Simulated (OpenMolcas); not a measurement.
## Pt3+: moving or changing the point charges

Pt3+ among 6 point charges of -1.7 e arranged as an octahedron (Oh), 1.97 Å from the ion.
```
   1.9700    0.0000    0.0000  -1.70
   0.0000    1.9700    0.0000  -1.70
  -1.9700    0.0000    0.0000  -1.70
   0.0000   -1.9700    0.0000  -1.70
   0.0000    0.0000    1.9700  -1.70
   0.0000    0.0000   -1.9700  -1.70
```

- Program: OpenMolcas 26.06
- Method: CASSCF
- Basis: ANO-RCC-VDZP [7s6p4d2f]
- Scalar Hamiltonian: DKH2, point nucleus
- Active space: 7 electrons in 5 orbitals (5d)
- State averaging: 2S+1 = 4 even, 10 roots; 2S+1 = 2 even, 40 roots
- Spin-orbit coupling: RASSI with atomic mean-field integrals over the reference wave functions

Runs around this geometry, states (labels of O, the rotations of Oh). Energies in cm-1 above the lowest state or level, χT in cm3 K/mol; under a threefold ground state the first gap can be a small split of the lowest multiplet, not the spin-orbit step; 10Dq and B are least-squares fits to the states below 45000 cm-1, weighted by degeneracy, with a free offset, and given where the rms deviation is under 5 % of |10Dq| (or 100 cm-1) and under 700 cm-1.

```json
{"R (Å)": "1.97", "q (e)": "-1.1", "Ground state": "4T1", "First state of that spin": "4T2 5965", "10Dq": "6640", "B (rms of fit)": "886 (126)", "First gap with spin-orbit (degeneracies)": "915.4 (2, 4)", "χT at 300 K": "3.450", "First state of another spin": "2E 10860"}
{"R (Å)": "1.83", "q (e)": "-1.7", "Ground state": "4T1", "First state of that spin": "4T2 13334", "10Dq": "14206", "B (rms of fit)": "876 (315)", "First gap with spin-orbit (degeneracies)": "372.0 (2, 4)", "χT at 300 K": "3.227", "First state of another spin": "2E 4024"}
{"R (Å)": "1.97", "q (e)": "-1.7", "Ground state": "4T1", "First state of that spin": "4T2 9461", "10Dq": "10253", "B (rms of fit)": "883 (219)", "First gap with spin-orbit (degeneracies)": "928.2 (2, 4)", "χT at 300 K": "3.246", "First state of another spin": "2E 7653"}
```

Taking |10Dq| as R^-n, n = -ln(10253 / 14206) / ln(1.97 / 1.83) = 4.4 between the shortest and longest distance. The point-charge formula for a cubic d site gives n = 5.

Scaling the charges by -1.1 / -1.7 = 0.65 scales |10Dq| by 6640 / 10253 = 0.65; with fixed orbitals a first-order splitting would follow the charge.

An orbital triplet at a regular site is open to Jahn-Teller coupling, which can distort the site and quench the lowest spin-orbit gaps and is left out. Without dynamic correlation the repulsion within the d shell is too large (B by tens of per cent), so at a given field states of lower spin stand too high. This shell can be high or low spin here, a state of another spin lies low, and with metal d orbitals alone active their balance is uncertain, so the ground spin may be wrong. Point charges give a weaker field than real ligands, and real ions of this kind are as a rule low spin; the high spin found here belongs to the model. This field is weak: 10Dq is about 6640 cm-1, while octahedral complexes of 5d ions of charge 3 and more, computed by the same method with explicit ligands, had a median near 35000 cm-1. Ground spin and moment need not be those of a real site (figures for R = 1.97, q = -1.1; the like holds for R = 1.83, q = -1.7, R = 1.97, q = -1.7). This is an electrostatic model: the charges have no orbitals. No measured value stands beside these numbers.
